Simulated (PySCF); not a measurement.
## NbSCl₃: from structure and modes to constants

All numbers come from PBE0 in PySCF with Nb def2-SVP with ECP28, S def2-SVP, Cl def2-SVP; scalar-relativistic core potentials, no spin–orbit coupling; density-fitted integrals.

The singlet minimum has C3v symmetry. Masses (u): Nb 92.90638, S 31.97207, Cl 34.96885.

```xyz
5
charge 0 multiplicity 1, angstrom
Nb    0.0000   -0.0205   -0.0145
S     0.0000   -1.7499   -1.2379
Cl    1.8723   -0.0731    1.2724
Cl   -1.8723   -0.0731    1.2724
Cl    0.0000    1.7998   -1.3750
```

Harmonic wavenumbers (cm⁻¹): 105.5 (e, ×2), 131.4 (a1, ×1), 152.2 (e, ×2), 395.8 (a1, ×1), 445.0 (e, ×2), 596.8 (a1, ×1).

(1) What is the harmonic zero-point energy?

(2) Find the vibrational entropy and heat capacity at 298.15 K.

## Answers

(1) Half the sum of all 9 wavenumbers, 2529/2 = 1265 cm⁻¹, which is 15.1 kJ/mol (1 cm⁻¹ = 0.0119627 kJ/mol).

(2) With u = 1.43878 ω/T, each mode gives S = R[u/(eᵘ−1) − ln(1−e⁻ᵘ)] and C = R u² eᵘ/(eᵘ−1)².
```json
{"ω (cm⁻¹)": "105.5 (×2)", "u": "0.509", "S (J/(mol K))": "14.02", "C (J/(mol K))": "8.14"}
{"ω (cm⁻¹)": "131.4", "u": "0.634", "S (J/(mol K))": "12.24", "C (J/(mol K))": "8.04"}
{"ω (cm⁻¹)": "152.2 (×2)", "u": "0.734", "S (J/(mol K))": "11.07", "C (J/(mol K))": "7.95"}
{"ω (cm⁻¹)": "395.8", "u": "1.910", "S (J/(mol K))": "4.09", "C (J/(mol K))": "6.19"}
{"ω (cm⁻¹)": "445.0 (×2)", "u": "2.147", "S (J/(mol K))": "3.39", "C (J/(mol K))": "5.74"}
{"ω (cm⁻¹)": "596.8", "u": "2.880", "S (J/(mol K))": "1.90", "C (J/(mol K))": "4.35"}
```
The sums over all modes are S = 75.2 and C = 62.2 J/(mol K); the softest mode gives 19 % of the entropy (each member, where degenerate).

Stability towards spin polarisation was not tested. Only a few start shapes were tried, so a lower isomer may exist.
